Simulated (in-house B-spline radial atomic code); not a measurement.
Response and correlation of K¹⁵⁺

Closed shell [He] 2s2. Computed with an all-electron radial atomic-structure program (B-spline basis): Dirac-Hartree-Fock, relativistic RPA (time-dependent Dirac-Hartree-Fock) for the response and second-order many-body perturbation theory for correlation, no-pair Dirac-Coulomb Hamiltonian, finite nucleus.

Command:
```bash
python run_mb.py task.json out
```
Settings (nuclear radius in fm, box in bohr, cutoff in hartree):
```
basis_form          2
Z                   19
core_configuration  [He] 2s2
rms_radius          3.4349
mass_number         39
speed_of_light      137.036
box_radius          4.897
lmax                7
intervals           60
virtual_cutoff      9025.0
```

Run time, properties included: 0.3 s on 1 thread of Arm Neoverse V1, on a shared host.

| multipole (bohr³, bohr⁵, bohr⁷) | uncoupled | coupled RPA |
| --- | --- | --- |
| dipole | 0.03564 | ? |
| quadrupole | 0.0010606 | 0.0011321 |
| octupole | 0.00018854 | 0.00019739 |

(1) What is the coupled dipole polarisability?

(2) Which subshells carry the dipole polarisability?

(3) What does the dipole shielding factor come to?

Dipole polarisability at imaginary frequency:

| u (Eh) | α(iu) (bohr³) |
| --- | --- |
| 0 | 0.05017 |
| 3.2 | 0.01553 |
| 9.6 | 0.00394 |
| 19.2 | 0.001925 |
| 32 | 0.001076 |
| 64 | 0.0004196 |
| 128 | 0.0001485 |
| 320 | 3.252e-05 |

(4) What dispersion coefficients follow for two such ions (the dispersion part alone)?

Lowest J = 1 odd-parity excitations:

| energy (eV) | oscillator strength | leading channel | weight |
| --- | --- | --- | --- |
| 21.11 | 0.000189 | 2s1/2 → p1/2 | 0.725 |
| 54.109 | 0.188 | 2s1/2 → p3/2 | 0.724 |
| 560.97 | 0.0236 | 2s1/2 → p1/2 | 0.825 |
| 563.96 | 0.649 | 2s1/2 → p3/2 | 0.825 |
| 738.94 | 0.00799 | 2s1/2 → p1/2 | 0.846 |
| 740.02 | 0.167 | 2s1/2 → p3/2 | 0.846 |
| 820.26 | 0.00373 | 2s1/2 → p1/2 | 0.855 |
| 820.79 | 0.0703 | 2s1/2 → p3/2 | 0.855 |

Second-order correlation energy by the highest angular momentum of the excited pair (hartree): s -0.01607, p -0.1521, d -0.01111, f -0.002901, g -0.001065, h -0.0004571, i -0.0002304, k -0.0001275.

(5) What is the second-order correlation energy at the partial-wave limit?

Answers

(1) 0.05017 atomic units, +41 % against the uncoupled value.

(2) 2s1/2 100.1 %, 1s1/2 -0.1 %.

(3) The dipole shielding factor is 0.211, against the exact N/Z = 4/19 = 0.211 of the non-relativistic theorem.

(4) C6 = (3/π)∫α(iu)²du = 0.004106 hartree·bohr⁶ and C8 = 0.0009644 hartree·bohr⁸.

(5) The listed waves sum to -0.18402 hartree; extrapolating the increments as (l + 1/2)⁻⁴ gives -0.18428 hartree, -1.25 eV per electron.
